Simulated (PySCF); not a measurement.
Relaxation of doublet WNCl2

These are results of PySCF, UPBE0, basis W def2-TZVP with ECP60, N def2-TZVP, Cl def2-TZVP (scalar-relativistic core potentials, no spin–orbit coupling, density fitting), not measurements. A (50,194) grid was used.

A start displaced from a saddle point along its imaginary mode, of Cs symmetry, held to at least that symmetry:

```xyz
4
charge 0 multiplicity 2, angstrom
W    -0.1113    0.0000   -0.0606
N    -1.7657    0.0000    0.2500
Cl    0.6463   -2.1354    0.1093
Cl    0.6463    2.1354    0.1093
```

Optimiser trace:
```csv
step,E − E(last) (kJ/mol),largest gradient (Eh/bohr)
0,2.99,0.03377
1,0.48,0.01266
2,0.15,0.00116
3,0.12,0.00110
4,0.06,0.00165
5,0.02,0.00207
6,0.00,0.00028
7,0.00,0.00014
```

It ends at Cs with W–Cl 2.262 Å (×2), W–N 1.654 Å; Cl–W–Cl 134.3°, Cl–W–N 108.8° (×2) (after a last refinement on a finer grid). A frequency run shows a minimum. Other isomers or separated fragments may lie lower.

Final geometry:
```xyz
4
charge 0 multiplicity 2, angstrom
W    -0.1352    0.0000   -0.1053
N    -1.7345    0.0000    0.3180
Cl    0.6939   -2.0846    0.1841
Cl    0.6939    2.0846    0.1841
```

Open d and f shells are described by one determinant, and the ground state may have another occupation or spin. No spin–orbit coupling is included, which matters more the heavier the element.
